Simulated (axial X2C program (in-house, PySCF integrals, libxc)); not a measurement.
## Outer orbitals of GeO⁺ at 1.773 Å, HF

All values were computed with an axial X2C code built on PySCF integrals. Spin-free means the one-electron spin-free X2C Hamiltonian; two-component (2c) means X2C with spin–orbit coupling and atomic mean-field two-electron Coulomb and Gaunt terms, so the difference of the two also holds small scalar two-electron terms. Basis: Ge dyall-cv3z [9s9p7d4f1g], O dyall-av3z [7s6p3d2f] (cores contracted in-house); Gaussian nuclei, density fitting, unrestricted open shells. Masses: Ge 73.921 u, O 15.995 u.

The distance is close to the 2c PBE0 minimum; the highest filled and lowest empty levels are listed.

Spin-free orbitals, state M_S = 1/2, Λ = 1 (beyond evenly filled blocks: π+α, π+β, π-α) (Löwdin shares):

| symmetry | occupied | ε (eV) | atomic character |
| --- | --- | --- | --- |
| σα | yes | -25.64 | 58% O p, 33% Ge s, 6% O s |
| σβ | yes | -24.84 | 48% O p, 40% Ge s, 8% O s |
| π+α | yes | -23.36 | 91% O p, 4% Ge p, 3% Ge d |
| π-α | yes | -23.36 | 91% O p, 4% Ge p, 3% Ge d |
| π+β | yes | -20.08 | 85% O p, 8% Ge p, 4% Ge d |
| σα | yes | -19.97 | 37% Ge s, 33% O p, 24% Ge p |
| σβ | yes | -19.38 | 39% O p, 28% Ge s, 27% Ge p |
| π-β | no | -7.74 | 69% Ge p, 27% O p, 4% O d |
| π+α | no | -6.54 | 83% Ge p, 8% O p, 5% O d |
| π-α | no | -6.54 | 83% Ge p, 8% O p, 5% O d |
| π+β | no | -6.39 | 79% Ge p, 10% O p, 5% O d |

Spinors with spin–orbit coupling (state Ω = 3/2):

```json
{"ω": "1/2", "occupied": "yes", "ε (eV)": "-25.64", "atomic character": "58% O p, 33% Ge s, 6% O s", "λ mixture": "100% σ"}
{"ω": "-1/2", "occupied": "yes", "ε (eV)": "-24.84", "atomic character": "48% O p, 40% Ge s, 8% O s", "λ mixture": "100% σ"}
{"ω": "-1/2", "occupied": "yes", "ε (eV)": "-23.38", "atomic character": "91% O p, 4% Ge p, 3% Ge d", "λ mixture": "100% π"}
{"ω": "3/2", "occupied": "yes", "ε (eV)": "-23.36", "atomic character": "91% O p, 4% Ge p, 3% Ge d", "λ mixture": "100% π"}
{"ω": "1/2", "occupied": "yes", "ε (eV)": "-20.09", "atomic character": "84% O p, 9% Ge p, 4% Ge d", "λ mixture": "97% π, 3% σ"}
{"ω": "1/2", "occupied": "yes", "ε (eV)": "-19.96", "atomic character": "36% Ge s, 34% O p, 24% Ge p", "λ mixture": "97% σ, 3% π"}
{"ω": "-1/2", "occupied": "yes", "ε (eV)": "-19.37", "atomic character": "39% O p, 28% Ge s, 27% Ge p", "λ mixture": "100% σ"}
{"ω": "-3/2", "occupied": "no", "ε (eV)": "-7.69", "atomic character": "68% Ge p, 28% O p, 4% O d", "λ mixture": "100% π"}
{"ω": "-1/2", "occupied": "no", "ε (eV)": "-6.59", "atomic character": "83% Ge p, 8% O p, 5% O d", "λ mixture": "100% π"}
{"ω": "3/2", "occupied": "no", "ε (eV)": "-6.49", "atomic character": "83% Ge p, 8% O p, 5% O d", "λ mixture": "100% π"}
{"ω": "1/2", "occupied": "no", "ε (eV)": "-6.43", "atomic character": "79% Ge p, 10% O p, 5% O d", "λ mixture": "100% π"}
```

(1) How does the gap between the highest filled and lowest empty level change from the spin-free to the 2c table?

Mulliken charges and populations of the two-component result (they depend on the basis, above all on diffuse functions):

Ge 1.44 e (s 7.88 p 12.61 d 10.06 f 0.02), O -0.44 e (s 3.98 p 4.42 d 0.03). ⟨Lz⟩ = 1.00 ħ and ⟨Sz⟩ = 0.50 ħ (-0.03 and 0.53 on the two atoms), which add up to Ω.

One determinant describes the state; a PBE0 search over occupations chose it and may have missed a lower one. Other states lie close and PBE0, whose exact exchange favours high spin, may order them wrongly; the determinant shown need not be the ground state. The nearest other spin-free determinant of the search, M_S = 1/2, Λ = 0, lies 0.34 eV up at the distance of the search. The determinant is spin-polarised beyond a pure state at some levels (its spin-free form has ⟨S²⟩ too high), which makes Re and μ there less reliable. The stretched end of a curve changes character and is left out.

## Answers

(1) From 11.64 to 11.68 eV at HF, a change of 0.04 eV.
